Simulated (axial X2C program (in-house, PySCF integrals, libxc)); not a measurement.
# FeS⁻: from the spin-free to the two-component result

Calculated with an axial X2C code built on PySCF integrals. Spin-free means the one-electron spin-free X2C Hamiltonian; two-component (2c) means X2C with spin–orbit coupling and atomic mean-field two-electron Coulomb and Gaunt terms, so the difference of the two also holds small scalar two-electron terms. Basis: Fe dyall-acv3z [10s11p7d4f2g], S dyall-av3z [9s8p3d2f] (cores contracted in-house); Gaussian nuclei, density fitting, unrestricted open shells. Masses: Fe 55.935 u, S 31.972 u.

Spin-free state: M_S = 5/2, Λ = 2 (beyond evenly filled blocks: 2 × σα, π+α, π-α, δ+α, δ+β, δ-α); fragments Fe + S-.

```tsv
level	Re (Å)	ωe (cm⁻¹)	De (eV)	μ (D)
PBE0	2.115	462.2	2.875	-2.53
HF	2.214	446.1	1.787	-5.04
MP2	2.153	447.8	2.827	n/a
CCSD	2.150	452.7	2.496	n/a
CCSD(T)	2.148	448.2	n/a	n/a
B97-3	2.145	442.5	2.580	-2.64
```

Correlated methods: 15 electrons correlated (number of frozen shells: Fe 3 s, 2 p; S 2 s, 1 p), 281 virtual spin orbitals or spinors in MP2, 90 natural virtuals in coupled cluster.

Dipoles are positive if S is the positive end and refer to the centre of mass.

Two-component determinant lowest at the distance of the search:

Ω = 9/2 (⟨Sz⟩ = 2.50, ⟨Lz⟩ = 2.00 at HF); fragments Fe + S-.

| level | Re (Å) | ωe (cm⁻¹) | μ (D) |
| --- | --- | --- | --- |
| PBE0 | 2.115 | 461.9 | -2.53 |
| HF | 2.215 | 445.8 | -5.04 |
| MP2 | 2.154 | 447.4 | n/a |
| CCSD | 2.150 | 452.3 | n/a |
| CCSD(T) | 2.148 | 447.8 | n/a |
| B97-3 | 2.146 | 442.2 | -2.64 |

Question: From the two tables, how do the constants change at the CCSD(T) level (2c against spin-free)?

Answer: At the CCSD(T) level Re is unchanged within 0.001 Å and ωe decreases by 0.4 cm⁻¹.

The state is a single determinant with fixed occupations, the lowest that a limited PBE0 search found. Dissociation energies refer to the lowest single-determinant-based atoms at the same level and basis. De is not given where an atomic determinant may have missed its ground term or J level, or where the truncated virtual space spoils (T). Density functionals use the spin component along the axis (collinear). Coupled cluster ran in a truncated set of natural virtual spinors; the MP2 energy of the rest was added. (T) has no such correction and the atoms are truncated less, which lowers De at CCSD(T) by a hundredth of an eV or more. PBE0 can misorder states that lie within some tenths of an eV, so this need not be the ground state of the molecule. The nearest other spin-free determinant of the search, M_S = 3/2, Λ = 2, lies 0.13 eV up at the distance of the search. The functionals have no current-density term, which raises determinants with orbital currents, atoms included. With several unpaired electrons one determinant need not be a pure state. A state of lower Ω lies just above, and one determinant can place such states too high, so the state shown need not be the lowest. The search has Ω = 1/2 only 0.09 eV up. The highest occupied level of some functionals is positive through self-interaction error; at Hartree–Fock it is bound. Hartree–Fock gets electron affinities wrong, so its lowest charge split need not be the true one.
